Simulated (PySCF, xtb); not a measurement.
B(Cl)(H)(NHMe) (CH5BClN), SMILES ClBNC.

GFN2-xTB (xtb 6.7.1) at its own geometry gives an orbital gap of 5.53 eV and a dipole moment of 3.68 D.

Geometry: PBE-D3(BJ)/def2-SVP. The values are those of a single conformer.

Question: What does PySCF with CAM-B3LYP/def2-TZVP give? (An estimate is asked for; the answer gives what the named calculation found.)

Answer: gap 10.41 eV (levels -9.16 and 1.25 eV), dipole 2.84 D.
